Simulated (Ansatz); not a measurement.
Consider the ligand exchange at a Zn–C bond: `S[CH2][ZnH]` + `N=CO` → `O/C=[N]/[ZnH]` + CH₃SH.

Gas-phase electronic energies from Ansatz, PBE0-D4/def2-TZVP geometries. CCSD(T)/CBS adds triple-zeta CCSD(T) − MP2 to the extrapolated MP2 energy (def2 sets, frozen cores). This one scheme is used for every species. DFT in def2-TZVPP. HSE06 is defined as in plane-wave codes. For Zn outer-core shells are correlated without core-valence functions, which leaves a few kJ/mol of doubt a bond. Scalar relativity is left out up to krypton. Each species was taken in one conformer, which may not be the lowest.

Q: Is it downhill or uphill in electronic energy at CCSD(T)/CBS, and by how much? (Estimate.)

A: Ansatz gave: Downhill: ΔE = -0.48 eV.

Q: What do these levels give: LDA (SPW92), BLYP-D4, r2SCAN0-D4, r2SCAN0, HSE06, RPA@PBE/def2-TZVPP? (Estimate.)

A: The calculation gave: LDA (SPW92) -0.45, BLYP-D4 -0.52, r2SCAN0-D4 -0.49, r2SCAN0 -0.50, HSE06 -0.47, RPA@PBE/def2-TZVPP -0.49 eV.

Largest T1 diagnostic among the species: 0.017.

At CCSD(T), def2-SVP lies −0.05 eV from the extrapolated value and def2-TZVPP −0.02 eV. In def2-TZVPP, CCSD(T) changes the Hartree–Fock value by +0.09 eV (the triples alone add +0.01 eV) and MP2 by +0.05 eV. Leaving LDA and LC-ωPBE aside and taking each functional with its dispersion term where it has one, the values, not all of them listed here, spread over 0.09 eV, from B2PLYP to PBE-D4.
